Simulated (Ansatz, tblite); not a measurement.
Forces on the cluster Li₃Cl₂ at its PBE0-D4/def2-TZVP geometry. Charge 0, multiplicity 2.

The xTB rows come from tblite. HSE06 is defined as in plane-wave codes, on full-range PBE exchange. The structure comes from a short search, and lower isomers may exist.

GFN1-xTB (tblite), largest force 0.42 eV/Å:

```xyz
5
positions Å, forces eV/Å
Li   -0.375    2.010    0.320    0.092   -0.399   -0.105
Li   -0.725   -0.608    1.840    0.157    0.082   -0.384
Li    0.550   -0.701   -1.080   -0.155    0.197    0.304
Cl    0.038   -2.124    0.490   -0.029    0.199    0.012
Cl    0.512    1.424   -1.570   -0.066   -0.078    0.173
```

GFN2-xTB (tblite), largest force 0.32 eV/Å:

```
Li -0.005 -0.307 0.096
Li 0.066 0.229 -0.216
Li -0.074 0.094 0.145
Cl 0.043 0.267 -0.172
Cl -0.030 -0.283 0.148
```

HSE06-D4/def2-TZVP (Ansatz), largest force 0.01 eV/Å:

```
Li -0.001 0.010 -0.001
Li -0.003 -0.005 0.008
Li 0.004 -0.005 -0.008
Cl 0.000 -0.001 0.000
Cl 0.000 0.001 0.000
```
